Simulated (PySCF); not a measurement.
BHO. Atoms are numbered in the order given.

```xyz
3

H      0.0000     0.0000    -1.7737
B      0.0000     0.0000    -0.6009
O      0.0000     0.0000     0.5973
```
Charge 0, spin multiplicity 1.

Geometry: PBE0-D3(BJ)/def2-TZVPD.

Level of theory: KT2/pcSseg-2 run with PySCF.

GIAO shieldings, no solvent; atoms alike by connectivity are averaged. δ = σ(ref) − σ: ¹H against TMS (σ = 31.47 ppm); ¹¹B against BF3 (σ = 89.2 ppm); ¹⁷O against H2O (σ = 324.0 ppm), references at their B3LYP-D3(BJ)/def2-TZVP geometries, non-relativistic.

```csv
nucleus,atoms,count,δ (ppm)
¹H,H1,1,2.38
¹¹B,B2,1,-1.6
¹⁷O,O3,1,282.4
```
